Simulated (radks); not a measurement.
Sm+, 61 electrons, occupied as [Xe] 4f6 6s1.

Calculated with a radial shooting solver on a logarithmic mesh with Libxc functionals: Dirac Kohn-Sham, B86b exchange with PBE correlation, spin-unpolarised, spherical densities, point nucleus; open shells fill j = l - 1/2 first.

Energy parts (eV):
total: -283959.22
kinetic: 307940.78
electron-nucleus: -695447.04
Hartree: 110002.13
exchange-correlation: -6455.09

Orbitals (lengths in bohr, moments of r in powers of bohr; <r^-3> diverges for s and p1/2; r(max) is where P^2 peaks; r(90%) holds 90 % of the orbital's charge):
orbital	occ.	eigenvalue (eV)	<r^-3>	r(90%)	<1/r>	r(max)
1s1/2	2	-46644.21	-	0.0411	68.84	0.01449
2s1/2	2	-7622.998	-	0.150	16.36	0.08230
2p1/2	2	-7225.211	-	0.133	16.34	0.06236
2p3/2	4	-6622.219	8889	0.142	14.56	0.06800
3s1/2	2	-1674.515	-	0.374	5.946	0.2338
3p1/2	2	-1503.460	-	0.367	5.860	0.2209
3p3/2	4	-1381.361	1856	0.385	5.413	0.2329
3d3/2	4	-1084.974	309.5	0.357	5.286	0.1857
3d5/2	6	-1058.460	277.3	0.362	5.174	0.1891
4s1/2	2	-337.4199	-	0.832	2.476	0.5398
4p1/2	2	-271.8588	-	0.864	2.369	0.5457
4p3/2	4	-245.0856	407.9	0.905	2.219	0.5712
4d3/2	4	-137.2827	57.16	1.00	1.998	0.5830
4d5/2	6	-132.5030	50.56	1.02	1.961	0.5913
4f5/2	6	-8.6754	6.248	1.77	1.364	0.6117
4f7/2	0	-8.1374	6.008	1.81	1.345	0.6169
5s1/2	2	-49.2902	-	2.04	0.9421	1.262
5p1/2	2	-31.7947	-	2.34	0.8255	1.383
5p3/2	4	-28.2716	52.85	2.48	0.7720	1.459
6s1/2	1	-8.4356	-	5.66	0.3220	3.435

The highest occupied level is 6s1/2 at -8.436 eV. The density falls to 0.001 e/bohr^3 at r = 4.54 bohr. For comparison, the ionisation energy in NIST's Atomic Spectra Database is 11.08 eV (semi-empirical). In exact Kohn-Sham theory the highest level is minus the ionisation energy, but local and semilocal functionals leave it too shallow, through self-interaction and a potential that decays too fast; potentials with the right tail come closer.

Beside tabulated values, note that spin-unpolarised runs miss the spin-polarisation part of the exchange energy of open shells.
